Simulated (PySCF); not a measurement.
Radial density of Ge (germanium, neutral)

UHF, [Ar] 3d10 4s2 4p2, high-spin 3P determinant. Computed with PySCF 2.14 in cc-pVDZ-PP with ECP10MDF (4s3p2d, 23 functions), with a scalar-relativistic core potential. This is the valence pseudo-density: the core potential removes the inner electrons and smooths the orbitals near the nucleus.

```csv
r (bohr),4πr²ρ (e/bohr),4πr²(ρα − ρβ)
0.00111,1.207e-05,0.0000
0.00186,3.403e-05,0.0000
0.00313,9.520e-05,0.0000
0.00527,0.0002611,0.0000
0.00886,0.0006799,0.0000
0.0149,0.001573,0.0000
0.0251,0.003153,0.0000
0.0422,0.008628,0.0000
0.0709,0.06543,-0.0001
0.119,0.6393,-0.0008
0.201,4.161,0.0000
0.338,17.45,0.0420
0.568,28.27,0.0552
0.955,10.79,0.0232
1.61,2.652,0.5525
2.70,1.371,0.7433
4.55,0.2402,0.1923
7.65,0.003244,0.0032
```

Energies and moments cover only the electrons outside the core potential.
